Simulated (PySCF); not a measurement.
FH5N3Nb, multiplicity 1. Atoms are numbered in the order given.

```xyz
10

Nb     0.0474    -0.0265     0.0000
N      1.6750     0.6349     0.0000
H      2.6779     0.8017     0.0000
F     -0.0650    -1.9295     0.0000
N     -0.8120     0.6802    -1.6429
H     -1.7926     0.5211    -1.8758
H     -0.4044     1.3209    -2.3197
N     -0.8120     0.6802     1.6429
H     -0.4044     1.3209     2.3197
H     -1.7926     0.5211     1.8758
```

Geometry: B3LYP-D3(BJ)/def2-SVP. The spin state was assumed, not searched. The structure was generated by enumeration; whether it is a known compound was not checked. The def2 effective core potentials stand for the cores of Nb; spin–orbit coupling is left out. One conformer was computed; it need not be the lowest.

The numbers are results of PySCF with B3LYP/def2-TZVP, not measurements.

Gas-phase values at a fixed geometry.

total energy: -324.40650 hartree
point group: Cs
highest occupied level: -7.14 eV
lowest empty level: -0.90 eV
orbital gap: 6.24 eV
dipole moment: 2.55 D
quadrupole, principal values (traceless, Buckingham form, about the centre of nuclear charge): -12.08, 3.51, 8.57 D·Å
mean static polarisability: 63.7 bohr³ (9.44 Å³)
polarisability, principal values: 53.7, 68.3, 69.2 bohr³
